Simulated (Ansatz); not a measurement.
Ansatz (a program for electronic structure) input (HF/3-21G): The .json file is the Basis Set Exchange's 3-21G.

Ansatz 0.2 input:
```yaml
crystal:
  periodic: [false, false, false]
  atoms:
    - {symbol: Si, position_ang: [-2.08951000, 0.12302200, -0.19797500]}
    - {symbol: O, position_ang: [-0.60789200, 0.84656600, -0.30202400]}
    - {symbol: Si, position_ang: [0.95786300, 0.77705900, 0.14104100]}
    - {symbol: Cl, position_ang: [1.55962100, -1.20896500, 0.27431400]}
    - {symbol: H, position_ang: [-2.10716500, -1.09120200, -1.04057600]}
    - {symbol: H, position_ang: [-2.37336400, -0.23966000, 1.20803800]}
    - {symbol: H, position_ang: [-3.09109000, 1.09431100, -0.68182500]}
    - {symbol: H, position_ang: [1.76424200, 1.41528300, -0.93571700]}
basis:
  gaussian:
    orbitals: 3-21G.json
hamiltonian:
  xc: {name: HF}
magnetization: {spin_polarized: true, initial_magnetization: 1}
relax: {f_tol: 0.003, max_steps: 120}
```

From the output:

```
mean field: 0.26 GiB planned
mean field -30176.29958357 eV, -1108.9585554655 hartree, gradient 1.5e-5 eV, S^2 0.753638; 0 other end points of the search recorded, 0 dependent functions left out
the calculation of the forces begins
reference -30176.29958357 eV, -1108.9585554655 hartree; 29, 28 occupied and 27, 28 virtual orbitals, 646 factors
relax step  12: F+E_penalty+E_count = -30176.29958357 eV  Δ(F+E_penalty+E_count) = -6.772e-6 eV  max|allowed force component| = 4.154e-3 eV/Å  Δτ_max = 0.0023 Å  (43 SCF iters, accepted)
these checks for a lower state are left out or cut short: starts, cluster_reference, orbital_swaps, neighbouring_geometries, increment
integrals: 0.01 GiB planned
646 factors; integrals over basis functions are off by at most 2.7e-4 eV
mean field: 0.26 GiB planned
mean field -30176.29958520 eV, -1108.9585555258 hartree, gradient 1.5e-5 eV, S^2 0.753635; 0 other end points of the search recorded, 0 dependent functions left out
the calculation of the forces begins
reference -30176.29958520 eV, -1108.9585555258 hartree; 29, 28 occupied and 27, 28 virtual orbitals, 646 factors
relax step  13: F+E_penalty+E_count = -30176.29958520 eV  Δ(F+E_penalty+E_count) = -1.639e-6 eV  max|allowed force component| = 2.389e-3 eV/Å  Δτ_max = 0.0019 Å  (42 SCF iters, accepted)
integrals: 0.01 GiB planned
646 factors; integrals over basis functions are off by at most 2.7e-4 eV
mean field: 0.26 GiB planned
mean field evaluation 128: about -30176.2996 eV, gradient 1.3e-2 eV
mean field -30176.29958520 eV, -1108.9585555258 hartree, gradient 1.5e-5 eV, S^2 0.753635; 1 other end points of the search recorded, 0 dependent functions left out
the calculation of the forces begins
reference -30176.29958520 eV, -1108.9585555258 hartree; 29, 28 occupied and 27, 28 virtual orbitals, 646 factors
Total energy: -30176.29958520 eV, -1108.9585555258 hartree
Atom 0 at    -2.172698     0.114051    -0.186777 Å, force    -0.002389     0.000638     0.001106 eV/Å
Atom 1 at    -0.569545     0.531386    -0.074163 Å, force     0.002227    -0.000387    -0.001146 eV/Å
Atom 2 at     1.025546     0.795564     0.120970 Å, force    -0.001097     0.000529     0.001754 eV/Å
Atom 3 at     2.080029    -1.131272     0.350939 Å, force     0.000014    -0.000245    -0.000502 eV/Å
Atom 4 at    -2.340064    -1.034875    -1.106696 Å, force     0.000657     0.000006    -0.000105 eV/Å
Atom 5 at    -2.696681    -0.246369     1.152018 Å, force     0.000209    -0.000178     0.000066 eV/Å
Atom 6 at    -2.940713     1.270646    -0.706541 Å, force     0.000434    -0.000224    -0.000494 eV/Å
Atom 7 at     1.626830     1.417283    -1.084474 Å, force    -0.000055    -0.000138    -0.000679 eV/Å
Dipole moment:    -0.481219     0.629781    -0.039430 e Å
```

The geometry given is a B3LYP-D3(BJ)/def2-TZVP minimum.
